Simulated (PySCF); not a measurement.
Species: C2H5BFN.
Geometry (PBE0-D3(BJ)/def2-SVP, Å), atoms numbered from 1 in this order:
```xyz
10
C2H5BFN angstrom
C      2.058    0.020    0.042
C      0.617   -0.098    0.039
N     -0.529   -0.193    0.028
B     -2.132   -0.332   -0.016
F     -2.565   -0.200    1.290
H      2.377    0.636    0.894
H      2.391    0.500   -0.890
H      2.520   -0.975    0.122
H     -2.277   -1.449   -0.506
H     -2.447    0.588   -0.768
```

The closed-shell ground state was solved at several levels (PySCF, density fitting, gas phase, non-relativistic).

```json
{"level": "HF/pcSseg-2", "basis functions": "250", "total energy (Eh)": "-257.3440", "HOMO (eV)": "-10.69", "LUMO (eV)": "1.59", "gap (eV)": "12.28", "dipole (D)": "8.96"}
{"level": "PBE0/pcSseg-1", "basis functions": "110", "total energy (Eh)": "-258.3718", "HOMO (eV)": "-7.20", "LUMO (eV)": "-0.81", "gap (eV)": "6.39", "dipole (D)": "8.34"}
{"level": "B3LYP/pcJ-1", "basis functions": "185", "total energy (Eh)": "-258.7107", "HOMO (eV)": "-7.03", "LUMO (eV)": "-1.09", "gap (eV)": "5.94", "dipole (D)": "8.30"}
```

Task: What might CAM-B3LYP/def2-SVPD (143 basis functions) give for the same quantities?

Result: Total energy -258.4020 Eh, HOMO -8.70 eV, LUMO 0.27 eV, gap 8.97 eV, dipole 8.45 D.

Task: Over all these levels, which gives the widest orbital gap and which the narrowest?

Result: HF/pcSseg-2 (Hartree–Fock, all exact exchange) has the widest, 12.28 eV, and B3LYP/pcJ-1 (global hybrid, 20 % exact exchange) the narrowest, 5.94 eV. Functional and basis both differ between the two, so the spread mixes both effects.

Task: How far do the dipole and the HOMO energy spread over the levels?

Result: The dipole runs from 8.30 to 8.96 D (mean 8.51 D) and the HOMO from -10.69 to -7.03 eV.
